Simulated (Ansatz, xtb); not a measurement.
**C3H8OSSi: which of two isomers lies lower**

Structure I is `[SiH3][C@@H]1CO[C@H]1S`, a singlet and structure II is `[SiH3]C1(S)COC1`, a singlet. Both are isolated molecules in the gas phase, relaxed with B3LYP-D3(BJ)/def2-SVP; the shapes shown needn't be the lowest conformers.

I (Å):

```xyz
14

C    -0.9214   -0.0764   -0.0596
C    -1.0209   -1.6172   -0.1786
C    -0.1567   -0.1950   -1.3997
O    -0.2027   -1.6164   -1.3587
S    -1.0729    0.5974   -2.7771
Si    0.0503    0.6303    1.4003
H     0.3195    2.0803    1.1800
H     1.3456   -0.1004    1.5181
H    -0.7273    0.4565    2.6617
H    -1.8887    0.4411   -0.1533
H    -2.0380   -2.0007   -0.3715
H    -0.5628   -2.2115    0.6315
H     0.8841    0.1675   -1.4305
H    -0.1656    0.3160   -3.7409
```

II (Å):

```xyz
14

C    -0.4517    0.8172    0.3605
C     0.0962   -0.0977    1.4874
C    -1.4212   -0.3722    0.1219
O    -0.6943   -1.2017    1.0317
S    -1.3318    2.3473    0.8565
Si    0.7302    1.1533   -1.0861
H    -0.0426    1.6193   -2.2697
H     1.4570   -0.1059   -1.4252
H     1.7162    2.1970   -0.6803
H    -0.2383    3.1313    1.0062
H    -0.1892    0.2456    2.4986
H     1.1779   -0.3230    1.4720
H    -2.4573   -0.1753    0.4589
H    -1.4593   -0.7937   -0.8986
```

Task: Which of the two would you expect CCSD(T)/def2-SVP + ΔMP2/def2-TZVPP electronic energies to favour?

Result: Structure I; the calculation gives E(II) − E(I) = +2.9 kcal/mol.

The same difference at several levels:

```csv
level,geometry,E(II) − E(I) (kcal/mol),departure from the last row (kcal/mol),"job, with rough time for the two"
GFN2-xTB,GFN2-xTB,+3.8,+0.9,"optimisation, 0.19 s"
HF/STO-3G,GFN2-xTB,+5.1,+2.2,"single point, 0.42 s"
r2SCAN-D4/def2-SVP,GFN2-xTB,+3.9,+0.9,"single point, 3.4 s"
B3LYP-D3(BJ)/def2-SVP,B3LYP-D3(BJ)/def2-SVP,+3.3,+0.3,"optimisation, 42 s"
HF/def2-SVP,B3LYP-D3(BJ)/def2-SVP,+3.4,+0.4,part of the CCSD(T) run
MP2/def2-SVP,B3LYP-D3(BJ)/def2-SVP,+2.8,−0.1,part of the CCSD(T) run
CCSD(T)/def2-SVP,B3LYP-D3(BJ)/def2-SVP,+2.9,−0.1,single point
CCSD(T)/def2-SVP + ΔMP2/def2-TZVPP,B3LYP-D3(BJ)/def2-SVP,+2.9,,"single point, 34 s"
```

As drawn, both hold the same kinds of bond in the same numbers.

None of the levels shown reverses the order. The largest departure from CCSD(T)/def2-SVP + ΔMP2/def2-TZVPP is that of HF/STO-3G, 2.2 kcal/mol. The last row adds to CCSD(T) the change of the MP2 difference between the two basis sets, here +0.1 kcal/mol.

With thermal terms from frequencies at re-optimised GFN2-xTB minima (ideal gas, soft modes damped towards free rotors, one conformer each, 298.15 K, 1 atm): the zero-point term adds −0.1 kcal/mol; ΔH is +2.8 and ΔG +3.0 kcal/mol.

The correlated steps freeze 14 core orbitals. Mirror images aren't counted in ΔG. Run with Ansatz 0.2.0, xtb 6.7.1; the last row on 2 threads of Intel(R) Xeon(R) 6975P-C (Granite Rapids) on a shared host.
